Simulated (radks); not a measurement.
Spin polarisation of the 4f5 shell in Sm3+. Start: [Xe] 4f(up 2.5, down 2.5); electrons of 4f are moved from spin down to spin up, other shells keep equal spins. Calculated with a radial shooting solver on a logarithmic mesh with Libxc functionals: scalar-relativistic Kohn-Sham, r2SCAN, spin-polarised, spherical densities, finite nucleus; meta-GGA in the generalised Kohn-Sham scheme; Fermi nuclear charge, rms radius of each element as measured or else 0.836 A^(1/3) + 0.57 fm.

| moment (Bohr magnetons) | E - E(0) (eV) | e(4f up) (eV) | e(4f down) (eV) | 5p down minus up (eV) | 5s down minus up (eV) | 4d down minus up (eV) |
|---|---|---|---|---|---|---|
| 0 | 0.000 | -31.963 | -31.963 | 0.000 | 0.000 | 0.000 |
| 1 | -0.257 | -32.453 | -31.426 | 0.393 | 0.548 | 1.129 |
| 2 | -1.028 | -32.897 | -30.842 | 0.789 | 1.097 | 2.258 |
| 3 | -2.313 | -33.293 | -30.212 | 1.190 | 1.651 | 3.387 |
| 4 | -4.111 | -33.641 | -29.534 | 1.597 | 2.211 | 4.514 |
| 5 | -6.422 | -33.938 | -28.808 | 2.014 | 2.781 | 5.639 |

At moment 5 the spin-polarisation energy is -6.422 eV and the 4f exchange splitting 5.130 eV, that is 1.026 eV per Bohr magneton; E = -I m^2/4 would give I = 1.027 eV.
